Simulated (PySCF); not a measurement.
PySCF job for H7Si3, SMILES [SiH2][SiH2][SiH3], multiplicity 2, SMD-ωB97X/6-31G*. Geometry optimised at ωB97X-D3(BJ)/def2-SVP. The isomer is the one that the SMILES or the coordinates give; other isomers of the formula were not compared.

```python
import numpy as np
from pyscf import gto, scf, dft
from pyscf.solvent import smd

mol = gto.M(
    atom='''
    Si    1.88178429    0.54223013    0.08584332
    Si    0.07361507   -0.82609080   -0.40559891
    Si   -1.83938493    0.26386181    0.36855919
    H     3.21953885    0.01745083   -0.32105737
    H     1.70549007    1.94056564   -0.40985725
    H    -0.04538146   -1.08932597   -1.87412167
    H     0.24499808   -2.13340257    0.29570107
    H    -3.07464753   -0.51732124    0.06694767
    H    -1.94020358    1.60235941   -0.28540816
    H    -1.73399661    0.45965781    1.84454518
    ''',
    basis='6-31G*',
    charge=0,
    spin=1,
    max_memory=1600,
    verbose=3,
)
mf = dft.UKS(mol, xc='wb97x').density_fit(auxbasis='def2-universal-jkfit')
mf.grids.level = 3
mf.conv_tol = 1e-9
mf.max_cycle = 100
mf.kernel()
fine, coarse = mf.grids, dft.Grids(mol).set(level=1).build(with_non0tab=True)
for _ in range(3):  # follow internal instabilities
    mf.grids = coarse
    mo, _, stable, _ = mf.stability(return_status=True, nroots=4)
    mf.grids = fine
    if stable:
        break
    mf.kernel(mf.make_rdm1(mo, mf.mo_occ))
res = {}
for name in ['water', 'dichloromethane', 'cyclohexanone']:
    s = mf.SMD()
    s.with_solvent.solvent, s.with_solvent.sasa_ng = name, 302
    s.kernel(mf.make_rdm1())
    res[name] = (s.e_tot, s.with_solvent.get_cds(), s.dip_moment(), s.mo_energy, s.converged)
    print(f'SMD {name}: dG(solv) = {(s.e_tot - mf.e_tot) * 627.509474:.3f} kcal/mol, of which CDS {res[name][1] * 627.509474:.3f}')
```

It prints:

```

WARN: HOMO -0.15272225233999 >= LUMO -0.15272225233999

converged SCF energy = -872.549026782039  <S^2> = 0.75302478  2S+1 = 2.0030225
<class 'pyscf.df.df_jk.DFUKS'> wavefunction is stable in the internal stability analysis
converged SCF energy = -872.543516505905  <S^2> = 0.7530189  2S+1 = 2.0030166
Dipole moment(X, Y, Z, Debye): -0.15876, -0.20645, -0.14928
SMD water: dG(solv) = 3.458 kcal/mol, of which CDS 3.809
converged SCF energy = -872.550383000045  <S^2> = 0.75301997  2S+1 = 2.0030177
Dipole moment(X, Y, Z, Debye): -0.15253, -0.19868, -0.13939
SMD dichloromethane: dG(solv) = -0.851 kcal/mol, of which CDS -0.553
converged SCF energy = -872.548668501985  <S^2> = 0.75301948  2S+1 = 2.0030172
Dipole moment(X, Y, Z, Debye): -0.15542, -0.20236, -0.14392
SMD cyclohexanone: dG(solv) = 0.225 kcal/mol, of which CDS 0.548
```

The run converged.

Cost: roughly 100 core-seconds.
